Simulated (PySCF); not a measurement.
C₅H₁₂OSi, SMILES C[Si](C=C)(CC)O (GFN2-xTB optimised geometry):

```
19

C     -1.724     1.049    -0.019
C     -0.442     0.717     0.000
Si     0.214    -1.064     0.000
C      2.110    -1.064     0.000
O     -0.177    -1.842    -1.390
C     -0.515    -1.988     1.507
C     -0.165    -1.345     2.845
H     -2.062     2.075    -0.023
H     -2.505     0.305    -0.031
H      0.284     1.521     0.018
H      2.496    -0.594    -0.898
H      2.501    -2.075     0.035
H      2.505    -0.524     0.854
H     -1.086    -1.956    -1.652
H     -0.165    -3.022     1.509
H     -1.603    -2.035     1.418
H      0.912    -1.334     2.993
H     -0.524    -0.319     2.878
H     -0.617    -1.893     3.671
```

Computed with B3LYP/def2-SVP (PySCF 2.14.0).

Problem. What are the frontier orbital energies and the dipole moment?

Solution. HOMO-2 -8.00 eV, HOMO-1 -7.53 eV, HOMO -7.29 eV, LUMO -0.33 eV, LUMO+1 1.10 eV; dipole moment 1.20 D.

Meta-Löwdin charges at B3LYP/def2-SVP: C1 -0.19, C2 -0.34, Si3 1.09, C4 -0.55, O5 -0.71, C6 -0.41, C7 -0.27, H8 0.10, H9 0.09, H10 0.10, H11 0.11, H12 0.11, H13 0.11, H14 0.32, H15 0.09, H16 0.09, H17 0.09, H18 0.09, H19 0.09.
